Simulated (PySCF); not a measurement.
C2HAlN2O2. Atoms are numbered in the order given.

```xyz
8

Al     0.0000     0.0000     1.1440
H      0.0000     0.0000     2.7083
N      0.0000     1.5126     0.2269
C      0.0000     2.5402    -0.3968
O      0.0000     3.5389    -0.9997
N      0.0000    -1.5126     0.2269
C      0.0000    -2.5402    -0.3968
O      0.0000    -3.5389    -0.9997
```

Geometry optimised at PBE0-D3(BJ)/def2-SVP. The structure was generated by enumeration; whether it is a known compound was not checked. The values are those of a single conformer.

Level of theory: IEF-PCM-B3LYP/def2-SVP (PySCF 2.14.0).

The values are the electrostatic part of the solvation free energy, E(continuum) − E(gas) at the gas-phase geometry, in a cavity of scaled van der Waals radii (PySCF's table); cavitation and dispersion terms are not included. A continuum can't describe solvent molecules that bind to the metal. In vacuum the orbital gap is 6.61 eV. The dipole moment in vacuum is 1.76 D.

| solvent | ε | ΔG(elec) (kcal/mol) | dipole (D) | gap (eV) |
|---|---|---|---|---|
| water | 78.36 | -6.5 | 2.35 | 7.05 |
| ethylethanoate | 5.99 | -5.0 | 2.22 | 6.95 |
| ethanol | 24.85 | -6.2 | 2.32 | 7.03 |
